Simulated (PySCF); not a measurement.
Compound: C7H12BF.
Numbering: `[CH3:1]/[C:2](=[CH:3]/[F:4])[C@H:5]1[BH:6][CH2:7][CH2:8][CH2:9]1`

Cartesian coordinates in Å at the PBE0-D3(BJ)/def2-SVP level; atoms count from 1:
```xyz
21
C7H12BF angstrom
C      1.8927   -0.0352    1.3529
C      1.4739    0.4728    0.0073
C      2.3337    1.1695   -0.7381
F      2.0128    1.6414   -1.9500
C      0.0918    0.1590   -0.4734
B     -0.3367   -1.3346   -0.7226
C     -1.8635   -1.4421   -0.3939
C     -2.3241    0.0109   -0.2105
C     -1.0942    0.7512    0.3169
H      2.9304    0.2382    1.5929
H      1.8122   -1.1350    1.3955
H      1.2486    0.3646    2.1532
H      3.3619    1.4105   -0.4537
H      0.0002    0.5328   -1.5202
H      0.3912   -2.2250   -1.0977
H     -1.8538   -1.9604    0.5918
H     -2.4911   -2.0687   -1.0455
H     -3.2030    0.1240    0.4437
H     -2.6064    0.4288   -1.1928
H     -0.9660    0.5335    1.3924
H     -1.1697    1.8459    0.2219
```

Probes without a nucleus sit at each ring's centroid and 1 Å off its mean plane on both sides; NICS is minus the shielding there, NICSzz its component along the normal. Level: GIAO PBE0/pcSseg-1 (PySCF, non-relativistic, gas phase) on the PBE0-D3(BJ)/def2-SVP geometry, one conformer.

Ring bond lengths (Å), with Mayer bond orders in brackets: C5–B6 1.574 (0.94), B6–C7 1.565 (0.98), C7–C8 1.535 (1.05), C8–C9 1.529 (1.03), C9–C5 1.543 (1.02).

What do the NICS probes read (ppm)?

```
          ring                                             type  NICS(0)  NICS(1), two faces  NICS(1)zz, two faces  rms pucker (Å)  centre to ring atoms, mean (Å)
C5–B6–C7–C8–C9  5-membered ring with B; formal bonds all single     -0.7         -3.4 / -3.5           -3.6 / -3.2            0.17                            1.30
```

What can be read from them?

- C5–B6–C7–C8–C9: mean NICS(1)zz -3.4 ppm, shielded. C5, C7, C8, C9 have four or more neighbours, and the NICS criterion for π rings isn't applied.

At the second NICS(1) probe listed for ring C5–B6–C7–C8–C9, 1 Å off the ring, what do the in-plane components average?

The isotropic value is a third of the trace: (3 × -3.5 − (-3.2))/2 = -3.6 ppm.

How do the values depend on the level or the medium?

| level | NICS(0), C5–B6–C7–C8–C9 | mean NICS(1)zz, C5–B6–C7–C8–C9 |
| --- | --- | --- |
| PBE0/pcSseg-1, gas | -0.7 | -3.4 |
| wB97X-D/pcSseg-1, gas | -0.8 | -3.2 |
| PBE0/pcSseg-1, IEF-PCM benzene | -0.7 | -3.4 |
| PBE0/pcSseg-1, IEF-PCM dichloromethane | -0.7 | -3.3 |

The geometry is the same throughout; the continuum's cavity takes Bondi-type radii × 1.2.
